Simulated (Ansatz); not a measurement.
Program: Ansatz 0.2.0.

Basis-set series for C3H9F3OSiTi (`C[Si](C)(C)[O][Ti]([F])([F])[F]`). The species carries charge 0 and has multiplicity 1. The geometry is a stationary point of PBE0-D4/def2-TZVP. It is one conformer, not always the lowest.

```xyz
18

C     0.525    1.381   -1.461
Si    0.076   -0.148   -0.501
C     1.456   -1.396   -0.505
C    -1.526   -0.889   -1.091
O    -0.157    0.322    1.090
Ti   -0.408    0.812    2.746
F     1.076    1.506    3.378
F    -1.692    2.008    2.810
F    -0.859   -0.588    3.705
H    -0.273    2.126   -1.410
H     0.693    1.141   -2.515
H     1.439    1.835   -1.070
H     2.377   -0.964   -0.107
H     1.660   -1.745   -1.521
H     1.199   -2.267    0.104
H    -1.440   -1.221   -2.129
H    -1.806   -1.753   -0.484
H    -2.339   -0.159   -1.039
```

```
functional       basis  functions  energy (Eh)  HOMO (eV)  LUMO (eV)
   PBE0-D4    def2-SVP        192  -1632.41950      -8.72      -2.13
   PBE0-D4  def2-TZVPP        449  -1633.23929      -8.76      -2.11
   ωB97M-V    def2-SVP        192  -1632.98184     -10.94       0.21
   ωB97M-V  def2-TZVPP        449  -1633.82023     -11.00       0.18
```

(1) Give the rows for def2-QZVPP. (Best estimate.)

Answers

(1) The calculation gave: 
| functional | basis | functions | energy (Eh) | HOMO (eV) | LUMO (eV) |
| --- | --- | --- | --- | --- | --- |
| PBE0-D4 | def2-QZVPP | 832 | -1633.29255 | -8.76 | -2.10 |
| ωB97M-V | def2-QZVPP | 832 | -1633.86999 | -11.00 | 0.19 |

Positive LUMOs are unbound and depend on the basis. Scalar relativity is left out up to krypton.
